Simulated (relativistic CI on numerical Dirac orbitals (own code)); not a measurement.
# Line list: Electric-dipole lines, Nd16+

Calculated at this level of theory: Dirac-Coulomb-Breit CI, orbitals from a KLI potential per configuration, QED by a radiative potential, unscaled Slater integrals (own radial code, finite nucleus).

Configurations in the expansion (outside the closed core [Ar] 3d10): 4s2 4p6 4d8, 4s2 4p5 4d9, 4s2 4p6 4d7 4f, 4s 4p6 4d9, 4s2 4p6 4d7 5s, 4s2 4p5 4d8 4f, 4s2 4p6 4d7 5p, 4s 4p6 4d8 4f, 4s2 4p6 4d6 4f 5s, 4s2 4p6 4d7 5d, 4s2 4p6 4d6 5s 5p, 4s2 4p5 4d8 5s, 4s2 4p6 4d7 5f, 4s2 4p6 4d7 6s, 4s2 4p6 4d7 6p, 4s2 4p6 4d7 6d, 4s2 4p6 4d7 6f, 4s2 4p5 4d8 5d, 4s2 4p6 4d7 7p, 4s2 4p6 4d7 7f, 4p6 4d9 4f, 4p6 4d9 5p, 4p6 4d10, 4p5 4d10 4f, 4s2 4p6 4d6 5s2, 4s2 4p6 4d5 4f 5s2, 4s2 4p5 4d6 4f 5s2, 4s2 4p6 4d5 5s2 5p. Double excitations out of closed p, d and f shells are left out; levels of such configurations are missing from the list, as are those of other unlisted configurations, and high levels can miss mixing partners. These lack a partner that the ground configuration has and come out too high: 4s2 4p5 4d8 5s, 4s2 4p5 4d8 5d.

| λ vac (Å) | Lower | Upper | A (s⁻¹) | log gf | S velocity/length |
| --- | --- | --- | --- | --- | --- |
| 69.017 | 4s2 4p6 4d8 3F_4 [1] | 4s2 4p6 4d7 5p 3D°_3 [297] | 1.73e+11 | -0.06 | 0.94 |
| 69.869 | 4s2 4p6 4d8 1G_4 [7] | 4s2 4p6 4d7 5p 1G°_4 [336] | 2.73e+11 | 0.25 | 0.93 |
| 69.989 | 4s2 4p6 4d8 3F_4 [1] | 4s2 4p6 4d7 5p 3G°_5 [285] | 2.12e+11 | 0.23 | 0.88 |
| 70.068 | 4s2 4p6 4d8 3F_4 [1] | 4s2 4p6 4d7 5p 3F°_4 [284] | 1.32e+11 | -0.06 | 0.94 |
| 73.115 | 4s2 4p6 4d8 3F_3 [3] | 4s2 4p6 4d7 4f 1F°_3 [271] | 3.17e+11 | 0.25 | 0.78 |
| 73.620 | 4s2 4p6 4d8 3F_3 [3] | 4s2 4p6 4d7 4f 3D°_2 [269] | 3.07e+11 | 0.10 | 0.92 |
| 74.141 | 4s2 4p6 4d8 3P_2 [4] | 4s2 4p6 4d7 4f 1F°_3 [271] | 1.83e+11 | 0.02 | 0.73 |
| 74.567 | 4s2 4p6 4d8 3P_1 [6] | 4s2 4p6 4d7 4f 1D°_2 [274] | 3.02e+11 | 0.10 | 0.76 |
| 74.660 | 4s2 4p6 4d8 3P_2 [4] | 4s2 4p6 4d7 4f 3D°_2 [269] | 7.33e+11 | 0.49 | 0.76 |
| 75.070 | 4s2 4p6 4d8 1G_4 [7] | 4s2 4p6 4d7 4f 1F°_3 [271] | 2.14e+12 | 1.10 | 0.80 |
| 75.341 | 4s2 4p6 4d8 3P_1 [6] | 4s2 4p6 4d7 4f 3D°_2 [269] | 1.76e+12 | 0.87 | 0.73 |
| 75.696 | 4s2 4p6 4d8 1D_2 [8] | 4s2 4p6 4d7 4f 1D°_2 [274] | 2.25e+12 | 0.98 | 0.72 |
| 75.768 | 4s2 4p6 4d8 1D_2 [8] | 4s2 4p6 4d7 5p 5G°_2 [273] | 4.60e+11 | 0.30 | 0.73 |
| 75.835 | 4s2 4p6 4d8 1G_4 [7] | 4s2 4p6 4d7 4f 1F°_3 [266] | 4.55e+11 | 0.44 | 0.69 |
| 75.857 | 4s2 4p6 4d8 1G_4 [7] | 4s2 4p6 4d7 4f 1H°_5 [265] | 3.35e+12 | 1.50 | 0.75 |
| 75.896 | 4s2 4p6 4d8 1D_2 [2] | 4s2 4p6 4d7 4f 3F°_3 [250] | 2.65e+11 | 0.21 | 0.73 |
| 75.908 | 4s2 4p6 4d8 3P_2 [4] | 4s2 4p6 4d7 4f 3D°_1 [259] | 5.62e+11 | 0.16 | 0.86 |
| 75.949 | 4s2 4p6 4d8 1D_2 [8] | 4s2 4p6 4d7 4f 1F°_3 [271] | 8.40e+11 | 0.71 | 0.70 |
| 76.068 | 4s2 4p6 4d8 3F_4 [1] | 4s2 4p6 4d7 4f 3G°_5 [242] | 3.29e+12 | 1.50 | 0.72 |
| 76.107 | 4s2 4p6 4d8 1S_0 [9] | 4s2 4p6 4d7 4f 1P°_1 [311] | 2.53e+12 | 0.82 | 0.69 |
| 76.239 | 4s2 4p6 4d8 3F_3 [3] | 4s2 4p6 4d7 4f 3G°_4 [252] | 3.18e+12 | 1.40 | 0.72 |
| 76.319 | 4s2 4p6 4d8 1D_2 [8] | 4s2 4p6 4d7 4f 1P°_1 [270] | 2.42e+12 | 0.80 | 0.65 |
| 76.406 | 4s2 4p6 4d8 1D_2 [2] | 4s2 4p6 4d7 4f 1F°_3 [247] | 2.97e+12 | 1.26 | 0.69 |
| 76.412 | 4s2 4p6 4d8 3P_2 [4] | 4s2 4p6 4d7 4f 3D°_2 [257] | 2.47e+12 | 1.03 | 0.68 |
| 76.494 | 4s2 4p6 4d8 1D_2 [8] | 4s2 4p6 4d7 4f 3D°_2 [269] | 6.01e+11 | 0.42 | 0.71 |
| 76.536 | 4s2 4p6 4d8 3P_1 [6] | 4s2 4p6 4d7 4f 3P°_0 [260] | 3.32e+12 | 0.46 | 0.73 |
| 76.538 | 4s2 4p6 4d8 3P_2 [4] | 4s2 4p6 4d7 4f 3D°_3 [255] | 2.87e+12 | 1.25 | 0.70 |
| 76.579 | 4s2 4p6 4d8 1D_2 [2] | 4s2 4p6 4d7 4f 1D°_2 [245] | 3.09e+12 | 1.13 | 0.70 |
| 76.603 | 4s2 4p6 4d8 3F_3 [3] | 4s2 4p6 4d7 4f 3F°_3 [250] | 2.68e+12 | 1.22 | 0.68 |
| 76.611 | 4s2 4p6 4d8 3P_1 [6] | 4s2 4p6 4d7 4f 3D°_1 [259] | 2.29e+12 | 0.78 | 0.69 |
| 76.687 | 4s2 4p6 4d8 1D_2 [8] | 4s2 4p6 4d7 5p 5G°_3 [267] | 8.91e+11 | 0.74 | 0.70 |
| 76.732 | 4s2 4p6 4d8 1D_2 [8] | 4s2 4p6 4d7 4f 1F°_3 [266] | 1.53e+12 | 0.98 | 0.70 |
| 76.856 | 4s2 4p6 4d8 3F_4 [1] | 4s2 4p6 4d7 4f 3F°_4 [240] | 3.19e+12 | 1.41 | 0.66 |
| 76.874 | 4s2 4p6 4d8 3P_0 [5] | 4s2 4p6 4d7 4f 3P°_1 [254] | 2.50e+12 | 0.82 | 0.68 |
| 77.045 | 4s2 4p6 4d8 3F_4 [1] | 4s2 4p6 4d7 4f 3D°_3 [239] | 3.12e+12 | 1.29 | 0.68 |
| 77.058 | 4s2 4p6 4d8 3F_3 [3] | 4s2 4p6 4d7 4f 3D°_2 [248] | 2.61e+12 | 1.07 | 0.68 |
| 77.122 | 4s2 4p6 4d8 3F_3 [3] | 4s2 4p6 4d7 4f 1F°_3 [247] | 2.19e+11 | 0.14 | 0.60 |
| 77.125 | 4s2 4p6 4d8 3P_1 [6] | 4s2 4p6 4d7 4f 3D°_2 [257] | 8.05e+11 | 0.56 | 0.65 |
| 77.380 | 4s2 4p6 4d8 1G_4 [7] | 4s2 4p6 4d7 4f 1G°_4 [258] | 3.12e+12 | 1.40 | 0.59 |
| 77.397 | 4s2 4p6 4d8 1D_2 [2] | 4s2 4p6 4d7 4f 1P°_1 [241] | 3.07e+12 | 0.92 | 0.63 |
| 77.528 | 4s2 4p6 4d8 1G_4 [7] | 4s2 4p6 4d7 4f 3D°_3 [255] | 2.53e+11 | 0.20 | 0.65 |
| 77.571 | 4s2 4p6 4d8 3P_2 [4] | 4s2 4p6 4d7 4f 3S°_1 [251] | 2.26e+12 | 0.79 | 0.62 |
| 78.306 | 4s2 4p6 4d8 3P_1 [6] | 4s2 4p6 4d7 4f 3S°_1 [251] | 7.17e+11 | 0.30 | 0.52 |
| 78.753 | 4s2 4p6 4d8 1G_4 [7] | 4s2 4p6 4d7 4f 3F°_3 [250] | 2.70e+11 | 0.24 | 0.73 |
| 78.946 | 4s2 4p6 4d8 3P_1 [6] | 4s2 4p6 4d7 4f 3D°_2 [248] | 3.34e+11 | 0.19 | 0.57 |

Terms are leading LS components. Brackets give the number of a level in order of energy, since labels repeat. The list gives strong lines, with weight on those to low levels, among the lowest 400 of 6484 levels, so that lines to higher ones, which can be the strongest, are missing. Levels whose partners in the same complex of configurations lie outside the list can be far off, and so can their lines. Rates are taken at the computed energies, electric ones in the length gauge. A velocity-to-length ratio far from 1 marks an uncertain rate.

At this charge energies of transitions that change n are usually good to better than 1 %, and those within a shell (Δn = 0) to a few per cent. Terms inside the open d or f shell come out 10 to 20 % too wide with unscaled integrals.

LS names give the leading component of a level, which can be under half, so a name can repeat, a term be missing and a line seem to break the LS rules.
